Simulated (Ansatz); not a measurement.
Mulliken charges of `[F][Ge]([F])([Br])[Br]` from r2SCAN/def2-TZVPP in Ansatz (PBE0-D4/def2-TZVP geometry).

| atom | x (Å) | y (Å) | z (Å) | charge (e) |
| --- | --- | --- | --- | --- |
| F1 | 1.196 | -1.222 | 0.456 | -0.324 |
| Ge2 | 0.023 | -0.044 | 0.058 | 1.040 |
| F3 | -0.788 | 0.301 | 1.523 | -0.324 |
| Br4 | -1.442 | -0.925 | -1.409 | -0.196 |
| Br5 | 1.061 | 1.818 | -0.670 | -0.196 |

Problem. By hand: the dipole of these point charges (1 e Å = 4.8032 D).

Solution. Σ q r = (-0.034, 0.078, -0.173) e Å, of length 0.193 e Å = 0.93 D.

Problem. How does the dipole of the full density compare? (Estimate.)

Solution. The calculation gave: (-0.055, 0.125, -0.280) e Å, 1.50 D; the point charges give 0.62 times that, at 0° from its direction.

Point charges leave out the atoms' own dipoles, such as those of lone pairs, and Mulliken's split depends on the basis, so the two needn't agree.
